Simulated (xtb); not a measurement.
A run for xtb: GFN1-xTB on BeP+, 2S+1 = 3, a spin state set in the input, which need not be the lowest, a point of a bond scan (R = 1.877 Å). Charge +1.

```
$ xtb mol.xyz --gfn 1 --sp --chrg 1 --uhf 2
2

Be     0.00000000     0.00000000     0.00000000
P      0.00000000     0.00000000     1.87653400
```

Output:

```
[...]
           -------------------------------------------------
          |                Calculation Setup                |
           -------------------------------------------------



           -------------------------------------------------
          |                 G F N 1 - x T B                 |
           -------------------------------------------------

        Reference                      10.1021/acs.jctc.7b00118
      * Hamiltonian:
        H0-scaling (s, p, d)           1.850000    2.250000    2.000000
        zeta-weighting                 0.000000
      * Dispersion:
        s8                             2.400000
        a1                             0.630000
        a2                             5.000000
        s9                             0.000000
      * Repulsion:
        kExp                           1.500000
        rExp                           1.000000
      * Coulomb:
        alpha                          2.000000
        third order                    atomic
        anisotropic                    false
      * Halogen bond correction:
        rad-scale                      1.300000
        damping                        0.440000


          ...................................................
          :                      SETUP                      :
          :.................................................:
          :  # basis functions                  14          :
          :  # atomic orbitals                  13          :
          :  # shells                            5          :
          :  # electrons                         6          :
          :  # halogen bonds                     0          :
          :  max. iterations                   250          :
          :  Hamiltonian                  GFN1-xTB          :
          :  restarted?                      false          :
          :  GBSA solvation                  false          :
          :  PC potential                    false          :
          :  electronic temp.          300.0000000     K    :
          :  accuracy                    1.0000000          :
          :  -> integral cutoff          0.2500000E+02      :
          :  -> integral neglect         0.1000000E-07      :
          :  -> SCF convergence          0.1000000E-05 Eh   :
          :  -> wf. convergence          0.2000000E-04 e    :
          :  Broyden damping             0.4000000          :
          :  net charge                          1          :
          :  unpaired electrons                  2          :
          ...................................................

 iter      E             dE          RMSdq      gap      omega  full diag
   1     -0.9478023 -0.947802E+00  0.193E+01    0.75       0.0  T
   2     -2.0084607 -0.106066E+01  0.167E+01    6.39       1.0  T
   3     -2.4551332 -0.446673E+00  0.101E+01    5.18       1.0  T
   4      1.0030795  0.345821E+01  0.268E+01    1.95       1.0  T
   5     -2.0923723 -0.309545E+01  0.159E+01    6.49       1.0  T
   6     -2.5843386 -0.491966E+00  0.695E+00    3.70       1.0  T
   7     -2.7009542 -0.116616E+00  0.406E+00    2.43       1.0  T
   8     -2.7359146 -0.349604E-01  0.270E+00    2.03       1.0  T
   9     -2.7660173 -0.301027E-01  0.550E-01    1.39       1.0  T
  10     -2.7656351  0.382145E-03  0.420E-01    1.37       1.0  T
  11     -2.7662957 -0.660573E-03  0.393E-02    1.43       1.8  T
  12     -2.7662300  0.656886E-04  0.129E-01    1.46       1.0  T
  13     -2.7662906 -0.605285E-04  0.464E-02    1.43       1.5  T
  14     -2.7662963 -0.572099E-05  0.730E-04    1.43      96.8  T
  15     -2.7662963  0.998224E-09  0.613E-04    1.43     115.4  T
  16     -2.7662963 -0.132205E-08  0.184E-04    1.43     384.8  T
  17     -2.7662963 -0.109604E-09  0.236E-05    1.43    2996.5  T

   *** convergence criteria satisfied after 17 iterations ***

         #    Occupation            Energy/Eh            Energy/eV
      -------------------------------------------------------------
         1        2.0000           -1.0280538             -27.9748
         2        2.0000           -0.7007901             -19.0695
         3        1.0000           -0.6724262             -18.2976
         4        1.0000           -0.6724262             -18.2976 (HOMO)
         5                         -0.6197159             -16.8633 (LUMO)
         6                         -0.5044783             -13.7276
         7                         -0.5044783             -13.7276
         8                         -0.3552803              -9.6677
         9                         -0.3517109              -9.5705
       ...                                ...                  ...
        13                          0.3528810               9.6024
      -------------------------------------------------------------
                  HL-Gap            0.0527103 Eh            1.4343 eV
             Fermi-level           -0.6663458 Eh          -18.1322 eV

 transition dipole moment (au) for excitation:           3           4
     X       Y       Z
   0.0000   0.0000  -0.0000  total (au/Debye):    0.000   0.000
 dE (eV)             :    0.000
 oscillator strength :  0.25779E-48

 SCC (total)                   0 d,  0 h,  0 min,  0.002 sec
 SCC setup                      ...        0 min,  0.000 sec (  2.953%)
 Dispersion                     ...        0 min,  0.000 sec (  1.252%)
 classical contributions        ...        0 min,  0.000 sec (  0.520%)
 integral evaluation            ...        0 min,  0.000 sec ( 16.605%)
 iterations                     ...        0 min,  0.001 sec ( 45.929%)
 molecular gradient             ...        0 min,  0.000 sec ( 12.299%)
 printout                       ...        0 min,  0.000 sec ( 20.096%)

         :::::::::::::::::::::::::::::::::::::::::::::::::::::
         ::                     SUMMARY                     ::
         :::::::::::::::::::::::::::::::::::::::::::::::::::::
         :: total energy              -2.738164406076 Eh    ::
         :: gradient norm              0.064505767018 Eh/a0 ::
         :: HOMO-LUMO gap              1.434319151690 eV    ::
         ::.................................................::
         :: SCC energy                -2.766296284108 Eh    ::
         :: -> electrostatic           0.147173601785 Eh    ::
         :: repulsion energy           0.028627983134 Eh    ::
         :: dispersion energy         -0.000496105102 Eh    ::
         :: halogen bond corr.         0.000000000000 Eh    ::
         :: add. restraining           0.000000000000 Eh    ::
         :: total charge               1.000000000000 e     ::
         :::::::::::::::::::::::::::::::::::::::::::::::::::::

           -------------------------------------------------
          |                Property Printout                |
           -------------------------------------------------

    * Orbital Energies and Occupations

         #    Occupation            Energy/Eh            Energy/eV
      -------------------------------------------------------------
         1        2.0000           -1.0280538             -27.9748
         2        2.0000           -0.7007901             -19.0695
         3        1.0000           -0.6724262             -18.2976
         4        1.0000           -0.6724262             -18.2976 (HOMO)
         5                         -0.6197159             -16.8633 (LUMO)
         6                         -0.5044783             -13.7276
         7                         -0.5044783             -13.7276
         8                         -0.3552803              -9.6677
         9                         -0.3517109              -9.5705
        10                         -0.3517109              -9.5705
        11                         -0.2293766              -6.2417
Note: The following floating-point exceptions are signalling: IEEE_DENORMAL
normal termination of xtb
        12                         -0.2293766              -6.2417
        13                          0.3528810               9.6024
      -------------------------------------------------------------
                  HL-Gap            0.0527103 Eh            1.4343 eV
             Fermi-level           -0.6663458 Eh          -18.1322 eV

  Mulliken/CM5 charges         n(s)   n(p)   n(d)
     1Be    0.81570  0.99585   0.657  0.528  0.000
     2P     0.18430  0.00415   1.915  2.901 -0.001

Wiberg/Mayer (AO) data.
largest (>0.10) Wiberg bond orders for each atom

 ---------------------------------------------------------------------------
     #   Z sym  total        # sym  WBO       # sym  WBO       # sym  WBO
 ---------------------------------------------------------------------------
     1   4 Be   1.688 --     2 P    1.688
     2  15 P    1.688 --     1 Be   1.688
 ---------------------------------------------------------------------------

Topologies differ in total number of bonds
Writing topology from bond orders to xtbtopo.mol

 dipole moment from electron density (au)
     X       Y       Z
  -0.0000  -0.0000   0.0828  total (Debye):    0.210


           -------------------------------------------------
          | TOTAL ENERGY               -2.738164406076 Eh   |
          | GRADIENT NORM               0.064505767018 Eh/α |
          | HOMO-LUMO GAP               1.434319151690 eV   |
           -------------------------------------------------

------------------------------------------------------------------------
------------------------------------------------------------------------
 total:
 SCF:
```

The run finished.

Cost: around 0.020 core-seconds (rough).
